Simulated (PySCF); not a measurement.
I2Pb, charge -1, doublet, geometry from GFN2-xTB (such geometries of metal compounds can be far from the true shape) (a state made from the parent by changing its charge; the spin is typed, not shown lowest) (core potentials on I, Pb) (in this run its highest filled SCF level lies above zero, so its values depend strongly on the basis, on diffuse functions most of all); DF-R2SCAN/def2-TZVPP (PySCF).

PySCF was given this input:
```python
from pyscf import gto, scf, dft

mol = gto.M(
    atom='''
Pb   -0.008545   -0.007238    0.965102
I     1.166751   -2.051978   -0.751748
I    -1.153531    2.063176   -0.741429
''',
    basis='def2-tzvpp',
    ecp={'I': 'def2-tzvpp', 'Pb': 'def2-tzvpp'},
    charge=-1,
    spin=1,
    verbose=4,
)

mf = dft.UKS(mol)
mf.xc = 'r2scan'
mf = mf.density_fit(auxbasis='def2-universal-jkfit')
mf.kernel()
```

Question: What does PySCF print? Leave out banner, timings and long lists.

Answer: 
```
PySCF version 2.14.0

[INPUT] verbose = 4
[INPUT] num. atoms = 3
[INPUT] num. electrons = 73
[INPUT] charge = -1
[INPUT] spin (= nelec alpha-beta = 2S) = 1
[INPUT] symmetry False subgroup None
[INPUT] Mole.unit = angstrom
[INPUT] Symbol           X                Y                Z      unit          X                Y                Z       unit  Magmom
[INPUT]  1 Pb    -0.008545000000  -0.007238000000   0.965102000000 AA   -0.016147709734  -0.013677837690   1.823778462270 Bohr   0.0
[INPUT]  2 I      1.166751000000  -2.051978000000  -0.751748000000 AA    2.204839845562  -3.877676433633  -1.420597834690 Bohr   0.0
[INPUT]  3 I     -1.153531000000   2.063176000000  -0.741429000000 AA   -2.179857666196   3.898837586776  -1.401097750810 Bohr   0.0

nuclear repulsion = 269.549724156008
number of shells = 48
number of NR pGTOs = 281
number of NR cGTOs = 150
basis = def2-tzvpp
ecp = {'I': 'def2-tzvpp', 'Pb': 'def2-tzvpp'}

******** <class 'pyscf.df.df_jk.DFUKS'> ********
method = DFUKS
initial guess = minao
damping factor = 0
level_shift factor = 0
DIIS = <class 'pyscf.scf.diis.CDIIS'>
diis_start_cycle = 1
diis_space = 8
diis_damp = 0
SCF conv_tol = 1e-09
SCF conv_tol_grad = None
SCF max_cycles = 50
direct_scf = False
number electrons alpha = 37  beta = 36
XC library pyscf.dft.libxc version 7.1.2
    S. Lehtola, C. Steigemann, M. J. T. Oliveira, and M. A. L. Marques,  SoftwareX 7, 1–5 (2018)
XC functionals = r2scan
    J. W. Furness, A. D. Kaplan, J. Ning, J. P. Perdew, and J. Sun,  J. Phys. Chem. Lett. 11, 8208–8215 (2020)
    J. W. Furness, A. D. Kaplan, J. Ning, J. P. Perdew, and J. Sun,  J. Phys. Chem. Lett. 11, 9248–9248 (2020)
    J. W. Furness, A. D. Kaplan, J. Ning, J. P. Perdew, and J. Sun,  J. Phys. Chem. Lett. 11, 8208–8215 (2020)
    J. W. Furness, A. D. Kaplan, J. Ning, J. P. Perdew, and J. Sun,  J. Phys. Chem. Lett. 11, 9248–9248 (2020)
radial grids:
    Treutler-Ahlrichs [JCP 102, 346 (1995); DOI:10.1063/1.469408] (M4) radial grids

becke partition: Becke, JCP 88, 2547 (1988); DOI:10.1063/1.454033
pruning grids: <function nwchem_prune>
grids dens level: 3
symmetrized grids: False
atomic radii adjust function: <function treutler_atomic_radii_adjust>
small_rho_cutoff = 0
Set gradient conv threshold to 3.16228e-05
tot grids = 67144
init E= -671.513228524433

cycle= 1 E= -784.226219676734  delta_E= -113  |g|= 3.76  |ddm|= 20.5
cycle= 2 E= -780.010233986041  delta_E= 4.22  |g|= 4.75  |ddm|= 14.2
cycle= 3 E= -788.165711339238  delta_E= -8.16  |g|= 1.06  |ddm|= 11.4
cycle= 4 E= -788.517103827281  delta_E= -0.351  |g|= 0.809  |ddm|= 2.37
cycle= 5 E= -788.792512943969  delta_E= -0.275  |g|= 0.214  |ddm|= 0.994
cycle= 6 E= -788.800788864484  delta_E= -0.00828  |g|= 0.134  |ddm|= 0.322
cycle= 7 E= -788.810539187061  delta_E= -0.00975  |g|= 0.0229  |ddm|= 0.173
cycle= 8 E= -788.810698564103  delta_E= -0.000159  |g|= 0.00744  |ddm|= 0.0283
cycle= 9 E= -788.810720793182  delta_E= -2.22e-05  |g|= 0.00156  |ddm|= 0.00995
cycle= 10 E= -788.810722250893  delta_E= -1.46e-06  |g|= 0.000411  |ddm|= 0.00344
cycle= 11 E= -788.810722397228  delta_E= -1.46e-07  |g|= 0.000134  |ddm|= 0.00104
cycle= 12 E= -788.810722410837  delta_E= -1.36e-08  |g|= 4.7e-05  |ddm|= 0.00027
cycle= 13 E= -788.81072241248  delta_E= -1.64e-09  |g|= 1.76e-05  |ddm|= 0.000131
cycle= 14 E= -788.810722412865  delta_E= -3.84e-10  |g|= 4.92e-06  |ddm|= 5.49e-05
Extra cycle  E= -788.810722412852  delta_E= 1.23e-11  |g|= 8.48e-06  |ddm|= 2.22e-05
converged SCF energy = -788.810722412852  <S^2> = 0.75501636  2S+1 = 2.0050101
```
